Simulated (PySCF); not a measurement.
# Electron correlation in As⁺ (arsenic, charge +1)

Starting occupation: [Ar] 3d10 4s2 4p2, 4p1/2 with m_j = -1/2, +1/2. Computed with PySCF 2.14 in x2c-TZVPPall-2c with one added diffuse shell each of s, p, d type (7s8p5d1f, 63 functions), with X2C-1e with screened-nucleus spin-orbit coupling, Gaussian nucleus. Frozen: [Ar]; 14 electrons correlated; the 6 highest virtual spinors left out.

MP2 pair energies summed by pair of shells (mhartree):

```csv
pair,energy,share (%)
3d-3d,-100.81,54.1
4p-4s,-35.29,18.9
3d-4s,-16.96,9.1
4s-4s,-15.29,8.2
3d-4p,-12.52,6.7
4p-4p,-5.47,2.9
```

Total MP2 correlation energy: -186.33 mhartree.

```tsv
level	correlation energy (mhartree)
CCSD	-194.32
(T)	-5.72
CCSD(T)	-200.04
```

Diagnostics: T1 = 0.022, largest double amplitude 0.093.

Cost of the coupled-cluster step: 290 s of wall time on 4 threads of Neoverse-V2 (shared host), for 14 occupied and 88 virtual spinors.

The GHF reference relaxed away from the jj start to a determinant that is no pure jj level (⟨S²⟩ = 1.99, ⟨J²⟩ = 1.63); the energies belong to that determinant.

This basis was not built for core-valence correlation, so the inner-shell part is incomplete.
